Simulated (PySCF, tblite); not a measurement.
Species: CF3OCF3, C2F6O.
Atom-mapped SMILES: `[F:1][C:2]([F:3])([F:4])[O:5][C:6]([F:7])([F:8])[F:9]`

Structure optimised with GFN2-xTB, isolated species.

Problem. Give the optimised bond lengths and angles.

Solution. 
```tsv
bond	length (bohr)	order
F1–C2 and 3 like bonds	2.506	single
C2–F3, C6–F9	2.488	single
C2–O5, O5–C6	2.568	single
```

Bonds in one row agree within 0.02 bohr and their mean is given. Orders are formal, as drawn. A selection of angles:
```tsv
angle	degrees
F1–C2–F3	108.5
F1–C2–O5	112.8
F3–C2–O5	107.9
F4–C2–O5	112.2
C2–O5–C6	118.9
```

Torsions: F1–C2–O5–C6 -44° (synclinal); C2–O5–C6–F7 78° (synclinal). The mirror-image conformer, all signs reversed, is as good.

Of the pairs four or more bonds apart, F1···F7 is among the closest relative to their van der Waals radii: 2.71 Å, 92 % of the sum of Bondi's values. O5 (ether oxygen) is bent (angle 118.9°).

Point group: C2 (every atom within 0.08 Å of its image). Its GFN2-xTB frequencies are all real (lowest 35 cm⁻¹).

These are computed values.
